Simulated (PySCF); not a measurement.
PySCF input (HF/def2-TZVPD):

```python
from pyscf import gto, scf, dft

mol = gto.M(
    atom='''
    F     0.62904051   -0.45823762   -1.37318079
    S     0.00000000   -0.00000000   -0.00000000
    F     1.27442995   -0.53483926    0.76228239
    F    -0.68661161   -1.41253829    0.15684144
    F    -1.27442995    0.53483926   -0.76228239
    F     0.68661161    1.41253829   -0.15684144
    F    -0.62904051    0.45823762    1.37318079
    ''',
    basis='def2-tzvpd',
    charge=0,
    spin=0,
    verbose=4,
)

mf = scf.RHF(mol).density_fit(auxbasis='def2-universal-jkfit')
mf.conv_tol = 1e-9
mf.max_cycle = 100
mf.max_memory = 1500
mf.kernel()
if not mf.converged:
    mf = mf.newton()
    mf.kernel(mf.make_rdm1())
mf.analyze()
```

End of the output:

```
Extra cycle  E= -994.346591438822  delta_E= -4.55e-13  |g|= 7.35e-07  |ddm|= 4.75e-06
converged SCF energy = -994.346591438822
**** SCF Summaries ****
Total Energy =                        -994.346591438822429
Nuclear Repulsion Energy =             560.833870708891595
One-electron Energy =                -2499.104059999026049
Two-electron Energy =                  943.923597851311911
Two-electron Coulomb Energy =         1029.646243690706115
DFT Exchange-Correlation Energy =      -85.722645839394204
HOMO-LUMO gap [eV] =                    20.037486470797756
**** MO energy ****
MO #1   energy= -92.4398859762316  occ= 2
MO #2   energy= -26.3808723986308  occ= 2
MO #3   energy= -26.3808723978628  occ= 2
MO #4   energy= -26.3808524024702  occ= 2
MO #5   energy= -26.3808524024116  occ= 2
MO #6   energy= -26.3808524012902  occ= 2
MO #7   energy= -26.380807218876   occ= 2
MO #8   energy= -9.37588701478983  occ= 2
MO #9   energy= -7.06506157685671  occ= 2
MO #10  energy= -7.06506157682338  occ= 2
MO #11  energy= -7.0650615768142   occ= 2
MO #12  energy= -1.82202352436512  occ= 2
MO #13  energy= -1.70017409329887  occ= 2
MO #14  energy= -1.70017409200215  occ= 2
MO #15  energy= -1.70017409032728  occ= 2
MO #16  energy= -1.64996761477929  occ= 2
MO #17  energy= -1.64996761367542  occ= 2
MO #18  energy= -1.09129157655821  occ= 2
MO #19  energy= -0.912389471855229 occ= 2
MO #20  energy= -0.912389471098873 occ= 2
MO #21  energy= -0.912389470860754 occ= 2
MO #22  energy= -0.823477034592928 occ= 2
MO #23  energy= -0.82347703374383  occ= 2
MO #24  energy= -0.823477033056231 occ= 2
MO #25  energy= -0.732341067708625 occ= 2
MO #26  energy= -0.732341066387816 occ= 2
MO #27  energy= -0.725258705977919 occ= 2
MO #28  energy= -0.725258705914803 occ= 2
MO #29  energy= -0.7252587048398   occ= 2
MO #30  energy= -0.712153445441577 occ= 2
MO #31  energy= -0.712153444652489 occ= 2
MO #32  energy= -0.712153444537703 occ= 2
MO #33  energy= -0.678025139250991 occ= 2
MO #34  energy= -0.678025138848619 occ= 2
MO #35  energy= -0.678025138804174 occ= 2
MO #36  energy= 0.0583389132169345 occ= 0
MO #37  energy= 0.058338913252212  occ= 0
MO #38  energy= 0.0583389133283546 occ= 0
MO #39  energy= 0.0609577889407541 occ= 0
MO #40  energy= 0.127891955474122  occ= 0
MO #41  energy= 0.127891955503825  occ= 0
MO #42  energy= 0.142788222238317  occ= 0
MO #43  energy= 0.14278822227458   occ= 0
MO #44  energy= 0.142788222363409  occ= 0
MO #45  energy= 0.151885819172633  occ= 0
MO #46  energy= 0.18267271602638   occ= 0
MO #47  energy= 0.182672716157812  occ= 0
MO #48  energy= 0.182672716334253  occ= 0
MO #49  energy= 0.216361649443364  occ= 0
MO #50  energy= 0.216361649566481  occ= 0
MO #51  energy= 0.216361649620788  occ= 0
MO #52  energy= 0.219532801199856  occ= 0
MO #53  energy= 0.219532801218777  occ= 0
MO #54  energy= 0.219532801220372  occ= 0
MO #55  energy= 0.260519350539723  occ= 0
MO #56  energy= 0.274890005020755  occ= 0
MO #57  energy= 0.274890005054963  occ= 0
MO #58  energy= 0.274890005062775  occ= 0
MO #59  energy= 0.344139658833541  occ= 0
MO #60  energy= 0.34413966029616   occ= 0
MO #61  energy= 0.344139663389919  occ= 0
MO #62  energy= 0.384520734800998  occ= 0
MO #63  energy= 0.388623714588432  occ= 0
MO #64  energy= 0.3886237146619    occ= 0
MO #65  energy= 0.417818742760924  occ= 0
MO #66  energy= 0.41781874283569   occ= 0
MO #67  energy= 0.430428555741715  occ= 0
MO #68  energy= 0.43042855600866   occ= 0
MO #69  energy= 0.430428556327886  occ= 0
MO #70  energy= 0.463780082364784  occ= 0
MO #71  energy= 0.48484482202967   occ= 0
MO #72  energy= 0.484844822451134  occ= 0
MO #73  energy= 0.484844822921192  occ= 0
MO #74  energy= 0.53088861967092   occ= 0
MO #75  energy= 0.530888620491143  occ= 0
MO #76  energy= 0.530888620899955  occ= 0
MO #77  energy= 0.571456156305053  occ= 0
MO #78  energy= 0.571456156993901  occ= 0
MO #79  energy= 0.571456157995489  occ= 0
MO #80  energy= 0.602564511547972  occ= 0
MO #81  energy= 0.679238923935006  occ= 0
MO #82  energy= 0.679238924007075  occ= 0
MO #83  energy= 0.679238924426421  occ= 0
MO #84  energy= 0.75329226261803   occ= 0
MO #85  energy= 0.753292262675347  occ= 0
MO #86  energy= 0.753292263054055  occ= 0
MO #87  energy= 0.768676405039521  occ= 0
MO #88  energy= 0.768676406091362  occ= 0
MO #89  energy= 0.768676407656284  occ= 0
MO #90  energy= 0.772403957620798  occ= 0
MO #91  energy= 0.772403957907691  occ= 0
MO #92  energy= 0.772403957923396  occ= 0
MO #93  energy= 0.797746096981445  occ= 0
MO #94  energy= 0.797746097104128  occ= 0
MO #95  energy= 0.810434913389556  occ= 0
MO #96  energy= 0.810434913724899  occ= 0
MO #97  energy= 0.810434913837454  occ= 0
MO #98  energy= 0.868893515663172  occ= 0
MO #99  energy= 0.868893516150528  occ= 0
MO #100 energy= 0.946109505487841  occ= 0
MO #101 energy= 0.946109506377551  occ= 0
MO #102 energy= 0.995704298529308  occ= 0
MO #103 energy= 0.995704298660074  occ= 0
MO #104 energy= 0.995704299036974  occ= 0
MO #105 energy= 1.03335123035196   occ= 0
MO #106 energy= 1.03335123120316   occ= 0
MO #107 energy= 1.03335123131294   occ= 0
[...]
```
